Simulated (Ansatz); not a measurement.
System: CH$_{2}$BCl$_{2}$, net charge 0, doublet state. It need not be the lowest isomer of its formula. 
Geometry from a B3LYP-D3(BJ)/def2-TZVP (Ansatz, an electronic-structure program) optimisation:
```xyz
6

B     -0.3583    -0.0698     0.0393
Cl     0.2665     1.5642     0.2538
Cl     0.7687    -1.3624    -0.3673
C     -1.8355    -0.3577     0.2014
H     -2.5486     0.4187     0.4509
H     -2.2445    -1.3528     0.0749
```
Charge 0, spin multiplicity 2.

Basis-set convergence of Hartree-Fock and CCSD correlation energies (hartree) with Ansatz. Correlated levels leave the core frozen unless marked. UHF or UKS for open shells. No spin-orbit coupling. No relativistic terms.

```tsv
basis	functions	E(HF)	E(corr, CCSD)
cc-pV(D+d)Z	84	-982.79326	-0.51343
cc-pV(T+d)Z	166	-982.83755	-0.66064
cc-pV(Q+d)Z	298	-982.84840	-0.70934
```

Extrapolating the two largest sets (X = 3 and 4) as X^-3: E(corr) = (64·(-0.70934) - 27·(-0.66064))/37 = -0.7449 Eh, an estimate of the basis-set limit. The largest set recovers 95.2 % of it, the smallest 68.9 %.
